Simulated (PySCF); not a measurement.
## Worked example: oscillator strength and radiative lifetime

1-fluoro-3-methylidenecyclobutane (C5H7F), SMILES C=C1CC(F)C1.

The structure is a stationary point at B3LYP-D3(BJ)/def2-SVP.

TDDFT-LC-ωPBE/def2-SVPD (PySCF) puts the first singlet state with f over 0.02 at 7.16 eV (vertical), with the transition dipole (1.518, -0.154, 0.000) in atomic units.

Q: Find the oscillator strength, the wavelength and the radiative lifetime that this transition would have in vacuum if emission retraced absorption.

A: 
|μ|² = 2.3280 au, so |μ| = 3.88 D. ΔE = 7.16/27.211 = 0.2631 hartree. f = (2/3) ΔE |μ|² = 0.408 (the program prints 0.408).
λ = 1239.84/7.16 = 173 nm; ν = 57749 cm⁻¹.
Einstein's coefficient A = 0.6670 ν² f s⁻¹ (ν in cm⁻¹) = 9.1e8 s⁻¹, so τ = 1/A = 1.1 ns. This state is S1. The figure is the radiative limit of this one transition; relaxation, internal conversion, crossing to triplets and a medium change what is measured.
